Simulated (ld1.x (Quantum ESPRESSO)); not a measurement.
## Bi, TM semilocal: configuration errors across variants

```json
{"Element": "bismuth (Bi)", "Generator": "ld1.x (Quantum ESPRESSO) 7.5", "Type": "norm-conserving Troullier–Martins (semilocal form)", "Functional": "PW91", "Relativity": "scalar-relativistic", "Frozen core": "[Xe] 4f14 5d10", "Valence charge": "5", "Reference configuration": "6s1.5 6p3.5", "Partial waves": "6s (bound): rc 1.95 bohr; 6p (bound): rc 2.00 bohr", "Local potential": "the p channel", "Core correction": "none"}
```

All-electron excitation energies from the reference (eV): (1) 6s2 6p3 -5.009; (2) 6s2 6p2 2.964; (3) 6s2 6p3.3 -6.117; (4) 6s1 6p0 87.243; (5) 6s2 6p2.5 -1.884.

A semilocal file is local in each channel, so a ghost entry of none says nothing of the separable form that plane-wave codes build from it.

Errors AE − PS in meV (a dash: test not solved or not reliable):

```csv
change,(1),(2),(3),(4),(5),bound ghosts
base,+7.2,+12,+6.2,+199,+9.4,none
core correction a·sin(br)/r model core inside 0.82 bohr,-5.3,-7.0,-6.2,-738,-4.4,none
core correction a·sin(br)/r model core inside 1.08 bohr,-5.3,-7.0,-6.2,-738,-4.4,none
core correction a·sin(br)/r model core inside 1.32 bohr,-5.4,-7.0,-6.2,-738,-4.4,none
core correction a·sin(br)/r model core inside 1.82 bohr,-4.9,-6.2,-5.9,-733,-3.8,none
core correction a·sin(br)/r model core inside 2.00 bohr,-3.9,-5.0,-5.0,-732,-2.6,none
core correction a·sin(br)/r model core inside 2.30 bohr,-1.5,-4.6,-2.6,-688,-0.7,none
```

(1) Give the same row for: core correction a·sin(br)/r model core inside 1.56 bohr.

Answers

(1) -5.3, -6.9, -6.2, -736, -4.3; bound ghosts: none.
